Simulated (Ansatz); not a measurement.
Total energies of CH$_{6}$BFSi$_{2}$, SMILES `FB[SiH]1C[SiH2]1`.

```json
{"atom": "F1", "x (Å)": "0.1391", "y (Å)": "-2.1499", "z (Å)": "-1.5423"}
{"atom": "B2", "x (Å)": "-0.8807", "y (Å)": "-1.8376", "z (Å)": "-0.7542"}
{"atom": "Si3", "x (Å)": "-0.6657", "y (Å)": "-0.3456", "z (Å)": "0.5509"}
{"atom": "C4", "x (Å)": "1.0799", "y (Å)": "0.3912", "z (Å)": "0.7918"}
{"atom": "Si5", "x (Å)": "0.1770", "y (Å)": "1.5547", "z (Å)": "-0.3727"}
{"atom": "H6", "x (Å)": "-1.9058", "y (Å)": "-2.4394", "z (Å)": "-0.9288"}
{"atom": "H7", "x (Å)": "-1.6005", "y (Å)": "-0.2127", "z (Å)": "1.6937"}
{"atom": "H8", "x (Å)": "1.8984", "y (Å)": "-0.2004", "z (Å)": "0.3887"}
{"atom": "H9", "x (Å)": "1.3040", "y (Å)": "0.7703", "z (Å)": "1.7863"}
{"atom": "H10", "x (Å)": "0.6261", "y (Å)": "1.5816", "z (Å)": "-1.7829"}
{"atom": "H11", "x (Å)": "-0.1719", "y (Å)": "2.8876", "z (Å)": "0.1696"}
```

The species carries charge 0 and has multiplicity 1. Geometry: relaxed with PBE0-D4/def2-TZVP. It is one conformer, not always the lowest. Basis def2-TZVPP, Ansatz 0.2.0.

RPA on PBE orbitals: Hartree–Fock energy of these orbitals -743.36598 Eh, correlation -1.30308 Eh (frozen core).

```
functional  energy without D4 (Eh)  D4 term (kJ/mol)
       PBE              -744.98564             -24.4
      BLYP              -745.42579             -52.7
    r2SCAN              -745.34546              -5.9
    B97M-V              -745.31364                 –
      PBE0              -745.05538             -20.8
     B3LYP              -745.53009             -39.6
   r2SCAN0              -745.31893              -7.0
     BHLYP              -745.40313             -32.3
 CAM-B3LYP              -745.42285             -21.3
   LC-ωPBE              -745.19146                 –
   ωB97X-V              -745.33714                 –
   ωB97M-V              -745.37011                 –
    B2PLYP              -745.11731                 –
  PBE-QIDH              -744.85935                 –
```

Task: Give the same for LDA (SPW92), revPBE, r2SCANh, HSE06 (plane-wave form). (Best estimate.)

Result: Ansatz gave: 
```json
{"functional": "LDA (SPW92)", "energy without D4 (Eh)": "-741.84790", "D4 term (kJ/mol)": "–"}
{"functional": "revPBE", "energy without D4 (Eh)": "-745.30759", "D4 term (kJ/mol)": "-67.5"}
{"functional": "r2SCANh", "energy without D4 (Eh)": "-745.33434", "D4 term (kJ/mol)": "-6.3"}
{"functional": "HSE06 (plane-wave form)", "energy without D4 (Eh)": "-745.03372", "D4 term (kJ/mol)": "-19.5"}
```

B3LYP takes the VWN-RPA correlation (the form of Gaussian; ORCA's B3LYP/G). HSE06 is the plane-wave form, built on full-range PBE exchange. The double hybrids freeze the cores in their second-order part.

LC-ωPBE has ω = 0.4 bohr⁻¹.
